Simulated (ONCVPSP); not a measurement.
Before and after: ONCV potential for I (Z = 53)

```json
{
  "Element": "iodine",
  "Generator": "ONCVPSP 4.0.1",
  "Type": "optimised norm-conserving Vanderbilt (ONCV)",
  "Functional": "PBE",
  "Relativity": "scalar-relativistic",
  "Frozen core": "[Ar] 3d10",
  "Valence charge": "25",
  "Reference configuration": "4s2 4p6 4d10 5s2 5p4 (charge +1)",
  "Partial waves": "4s+5s: rc 1.10 bohr, ncon 4, nbas 8, qcut 12.7 1/bohr, 2 projectors; 4p+5p: rc 1.15 bohr, ncon 3, nbas 8, qcut 11.4 1/bohr, 2 projectors; 4d: rc 1.40 bohr, ncon 3, nbas 7, qcut 10.8 1/bohr, 2 projectors, debl 2.5 Ha",
  "Local potential": "polynomial inside 1.00 bohr (lpopt 5, dvloc0 0 Ha)",
  "Core correction": "Teter function, fcfact 3.75, rcfact 1.2"
}
```

All-electron outer shells of the reference configuration (PBE, scalar-relativistic, ld1.x):

```
shell  level (eV)  outermost node (bohr)  outermost maximum (bohr)
   3p     -868.97                   0.13                      0.28
   3d     -615.59                      –                      0.23
   4s     -190.16                   0.37                      0.68
   4p     -137.13                   0.37                      0.72
   4d      -59.81                   0.35                      0.78
   5s      -26.25                   0.88                      1.70
   5p      -15.35                   0.96                      1.97
```

Change: local potential polynomial inside 1.00 bohr (lpopt 5, dvloc0 2.5 Ha).

Cutoffs: the cutoffs (Ha) at which the residual kinetic energy of the hardest occupied pseudo-wave falls to 1 and 0.1 mHa per electron; they do not see the model core or the augmentation charge, which bear on the density cutoff. Errors are all-electron minus pseudo energies relative to the spin-unpolarised reference configuration.

**Question.** Predict the effect on cutoff, ghosts and configuration errors.

**Answer.** The potential gets neither clearly harder nor softer (57 Ha and 65 Ha → 57 Ha and 65 Ha); a bound ghost appears in s, which as a rule spoils a file; of the 4 tests that both files solve, the error grows in 1 and shrinks in 0 by more than 15 % and 0.3 meV (median size 3.4 → 7.9 meV). In the separable form a ghost depends on how the local part lies against the semilocal potential of the channel, so the choice of the local part can create or remove one.

| quantity | base | changed |
| --- | --- | --- |
| cutoff, loose | 57 Ha | 57 Ha |
| cutoff, tight | 65 Ha | 65 Ha |
| bound ghosts | none | s |
| GHOST(+) flags under 300 eV | none | none |
| largest miss of a reference level, eV | 0.00 | 0.08 |
| error for 4s2 4p6 4d10 5s2 5p5, meV [ΔE -11.13 eV] | +2.2 | +2.4 |
| error for 4s2 4p6 4d10 5s2 5p3, meV [ΔE 19.85 eV] | -4.6 | -4.3 |
| error for 4s2 4p6 4d10 5s2 5p2, meV [ΔE 49.18 eV] | -12 | -11 |
| error for 4s2 4p6 4d10 5s1 5p6, meV [ΔE -0.72 eV] | +1.7 | +57 |
| s: phases at 1.12 bohr within 0.05 rad from the reference energy up to (Ha; the scan ends near 5) | to the end of the scan | to the end of the scan |
| p: phases at 1.17 bohr within 0.05 rad from the reference energy up to (Ha; the scan ends near 5) | to the end of the scan | to the end of the scan |
| d: phases at 1.42 bohr within 0.05 rad from the reference energy up to (Ha; the scan ends near 5) | to the end of the scan | to the end of the scan |
| rms error of d²Exc/dni dnj with the model core, mHa | 0.64 | 0.75 |

 A true bound ghost makes a file unfit for plane-wave use even where its test errors are small: the radial tests pick states by their node count and pass the ghost by.
